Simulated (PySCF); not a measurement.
**Gas-phase thermal properties of H2Se**

Computed with PySCF (xtb for GFN2) and rigid-rotor harmonic-oscillator thermochemistry at 1 bar. 6-31G* has spherical d functions here. All species are closed-shell singlets. B3LYP is the form with VWN-RPA correlation. Se: all electrons, no relativistic terms. The harmonic model lacks anharmonicity and excited electronic states, which grow with temperature; levels with a mode under 35 cm⁻¹ are left out.

```csv
level,point group,σ,ZPE (kJ/mol),S°298 (J/mol/K),Cp298 (J/mol/K),S°1000 (J/mol/K),H1000 − H298 (kJ/mol)
B3LYP/6-31G*,C2v,2,35.5,219.3,34.5,267.0,28.5
GFN2-xTB,C2v,2,31.1,218.7,35.0,268.0,29.6
HF/6-31G*,C2v,2,38.4,218.8,34.2,265.5,27.9
PBE/def2-SVP,C2v,2,34.5,219.4,34.8,267.6,28.8
PBE0/def2-TZVP,C2v,2,35.8,219.1,34.6,266.8,28.5
```
σ: rotational symmetry number. Electronic degeneracy used: 1. Frequencies are unscaled.
